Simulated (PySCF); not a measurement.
Estimate the missing entries of this data sheet.

Species: C6H8O2.
SMILES with atom numbers: `[CH3:1][O:2][CH2:3][C@H:4]1[CH:5]=[CH:6][C:7]1=[O:8]` (hydrogens: H9, H10, H11 on C1; H12, H13 on C3; H14 on C4; H15 on C5; H16 on C6)

Geometry (GFN2-xTB, Å), atoms numbered from 1 in this order:
```xyz
16
C6H8O2 angstrom
C      2.7583   -0.0448   -0.1301
O      1.5053    0.2455    0.4317
C      0.4491   -0.4580   -0.1802
C     -0.8500   -0.1042    0.5297
C     -1.4936    1.2199    0.1751
C     -2.6096    0.6866   -0.3433
C     -2.1427   -0.6913   -0.0989
O     -2.5327   -1.7995   -0.3152
H      2.7851    0.2100   -1.1971
H      3.4869    0.5597    0.4059
H      3.0092   -1.1068   -0.0164
H      0.3815   -0.1937   -1.2486
H      0.6182   -1.5441   -0.1085
H     -0.7337   -0.2864    1.5993
H     -1.1332    2.2236    0.3026
H     -3.5056    1.0923   -0.7757
```

```csv
property,level,value
point group of the GFN2-xTB geometry,GFN2-xTB,?
"rotational constants A, B, C of the GFN2-xTB geometry",GFN2-xTB,?
dipole moment,wB97X-D/def2-SVPD,3.02 D
HOMO energy,wB97X-D/def2-SVPD,-9.32 eV
LUMO energy,wB97X-D/def2-SVPD,0.20 eV
lowest singlet excitation,TDDFT wB97X-D/def2-SVPD,"3.99 eV (311 nm, f = 0.000)"
strongest line among the 8 lowest singlet transitions,TDDFT wB97X-D/def2-SVPD,"S2 at 5.94 eV (209 nm, f = 0.108)"
lowest triplet excitation (Tamm–Dancoff),TDA wB97X-D/def2-SVPD,3.58 eV
static isotropic polarisability,wB97X-D/def2-SVPD,?
electronic spatial extent ⟨r²⟩ about the centre of nuclear charge,wB97X-D/def2-SVPD,1169 bohr²
```

Electronic properties: PySCF, gas phase, density fitting.

(1) The static isotropic polarisability?

(2) The point group of the GFN2-xTB geometry?

(3) Give the rotational constants A, B, C of the GFN2-xTB geometry.

Results:

(1) 75.9 au.

(2) C1.

(3) 4.825, 1.154, 0.984 GHz.

In wavenumbers S1 is 32200 cm⁻¹ (1 eV = 8065.54 cm⁻¹). In atomic units the dipole is 1.19 e·bohr (1 au = 2.5417 D). With B = h/(8π²I), that is 505.379 GHz u Å² over I, the principal moments of inertia are 104.7, 437.8 and 513.5 u Å² (most abundant isotopes); the inertial defect Ic − Ia − Ib is -29.0 u Å² (zero for a rigid planar frame, negative otherwise).

For the TDDFT job (wB97X-D/def2-SVPD), the run took 51 s on one thread of an Arm Neoverse V1, no GPU, shared host.

One conformer stands for the species.
